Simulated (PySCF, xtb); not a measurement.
C9H13N, SMILES CC(C)(C)c1ccncc1.

Geometry: PBE0-D3(BJ)/def2-SVP.

These are C-PCM-ωB97X/def2-SVP in PySCF 2.14.0 values and carry that method's errors.

The values are the electrostatic part of the solvation free energy, E(continuum) − E(gas) at the gas-phase geometry, in a cavity of scaled van der Waals radii (PySCF's table); cavitation and dispersion terms are not included. In vacuum the orbital gap is 11.20 eV. The dipole moment in vacuum is 2.77 D.

Computed values in water (ε = 78.36), ethylethanoate (ε = 5.99), chloroform (ε = 4.71):
| solvent | ε | ΔG(elec) (kcal/mol) | dipole (D) | gap (eV) |
|---|---|---|---|---|
| water | 78.36 | -4.8 | 3.72 | 11.24 |
| ethylethanoate | 5.99 | -4.0 | 3.53 | 11.24 |
| chloroform | 4.71 | -3.7 | 3.48 | 11.25 |

For comparison, GFN2-xTB/ALPB(water) (xtb, at the GFN2-xTB geometry, all terms of that model) gives -3.0 kcal/mol.
